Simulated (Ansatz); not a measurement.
The first iterations of a band of FGeH3 (5 atoms, charge 0, multiplicity 1).

Method: RKS PBE/def2-SVP in Ansatz.

```
movable images  : 7
climbing image  : yes
spring          : 5.0 eV/Å²
optimiser       : fire
start path      : through a guess of the saddle point
force threshold : 0.03 eV/Å
iteration limit : 60
end points      : relaxed
```

Initial state:

```xyz
5
Properties=species:S:1:pos:R:3
Ge 0.260 0.000 0.102
F 0.332 0.000 1.862
H 1.724 0.000 -0.406
H -0.500 1.285 -0.314
H -0.500 -1.285 -0.314
```

Final state:

```xyz
5
Properties=species:S:1:pos:R:3
Ge 0.042 0.000 -0.757
F 1.164 0.000 1.287
H 2.006 0.000 0.864
H -0.948 1.152 -0.232
H -0.948 -1.152 -0.232
```

| iteration | highest image above the first end (eV) | largest band force component (eV/Å) |
| --- | --- | --- |
| 1 | 3.415 | 4.029 |
| 2 | 2.868 | 2.861 |
| 3 | 2.508 | 1.681 |
| 4 | 2.466 | 1.007 |
| 5 | 2.438 | 0.837 |
| 6 | 2.398 | 0.782 |
| 7 | 2.367 | 0.683 |
| 8 | 2.353 | 0.577 |

Question: Does the band converge within its limit, and where does its top end?

Answer: The forces met the threshold. It ended after 26 iterations with the highest image 2.329 eV above the first end. Another band between the same ends (7 images) ends at a top of the same energy, where a vibrational analysis finds 1 clearly imaginary mode. The orbitals stay closed-shell, which can raise the energy where a bond breaks towards radicals; this wasn't checked here.

The run took 83 s on 1 thread of Intel(R) Xeon(R) 6975P-C (Granite Rapids) (shared host), peak memory 0.12 GiB.
